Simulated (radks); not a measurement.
Ag15+, configuration [Ar] 3d10 4s2 4p2.

Method: non-relativistic Kohn-Sham, LDA (Slater exchange, Perdew-Wang correlation), spin-unpolarised, spherical densities, point nucleus; relativity is left out, which matters for an element this heavy; computed with a radial shooting solver on a logarithmic mesh with Libxc functionals.

Energy parts (eV):
part                       energy
total                 -139111.638
kinetic                139042.500
electron-nucleus      -319302.972
Hartree                 44643.749
exchange-correlation    -3494.915

Orbitals (lengths in bohr, moments of r in powers of bohr; <r^-3> diverges for s and p1/2):
orbital	occ.	eigenvalue (eV)	<r^-3>	<r^2>
1s	2	-24872.32	-	0.001406
2s	2	-3902.344	-	0.02319
2p	6	-3660.057	3323	0.01751
3s	2	-997.2930	-	0.1636
3p	6	-899.5664	597.2	0.1582
3d	10	-719.2097	94.00	0.1367
4s	2	-396.6758	-	0.7735
4p	2	-361.3511	146.3	0.8183

The highest occupied level is 4p at -361.35 eV. The electron density at the nucleus is 7.276e+04 e/bohr^3. For comparison, the ionisation energy in NIST's Atomic Spectra Database is 381 eV (theoretical). In exact Kohn-Sham theory the highest level is minus the ionisation energy, but local and semilocal functionals leave it too shallow, through self-interaction and a potential that decays too fast; potentials with the right tail come closer. The density falls to 0.001 e/bohr^3 at r = 1.85 bohr.

Beside tabulated values, note that spin-unpolarised runs miss the spin-polarisation part of the exchange energy of open shells.
